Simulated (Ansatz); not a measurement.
Relaxation of Cl2F2Ti (5 atoms, charge 0, multiplicity 1), to a largest force component of 0.02 eV/Å in at most 40 steps.

The calculation used Ansatz 0.2.0, RKS PBE-D4/def2-mTZVP.

```xyz
5
Properties=species:S:1:pos:R:3:forces:R:3
Ti 0.000 0.000 0.000 0.07 -0.10 -0.06
F 0.000 0.000 1.830 0.00 0.00 -1.94
Cl 2.235 0.000 -0.789 -1.95 0.00 0.68
F -0.862 1.493 -0.609 0.91 -1.57 0.63
Cl -1.116 -1.934 -0.789 0.97 1.68 0.68
```

Task: Where does it end, and by what steps?

Result: The run converged. After 3 steps the energy has fallen by 0.555 eV; Cl3 moved furthest, 0.16 Å.

| step | energy less start (eV) | largest force component (eV/Å) | accepted |
| --- | --- | --- | --- |
| 0 | 0.0000 | 1.949 | yes |
| 1 | -0.5365 | 0.697 | yes |
| 2 | -0.5541 | 0.164 | yes |
| 3 | -0.5551 | 0.007 | yes |

```xyz
5
Properties=species:S:1:pos:R:3
Ti 0.011 -0.019 -0.015
F 0.011 -0.019 1.745
Cl 2.081 -0.013 -0.743
F -0.819 1.418 -0.602
Cl -1.028 -1.808 -0.743
```

Whether the end is a true minimum wasn't checked by a vibrational analysis.

Run time: 6.4 s on 4 threads of Arm Neoverse V2 (shared host), peak memory 0.17 GiB.
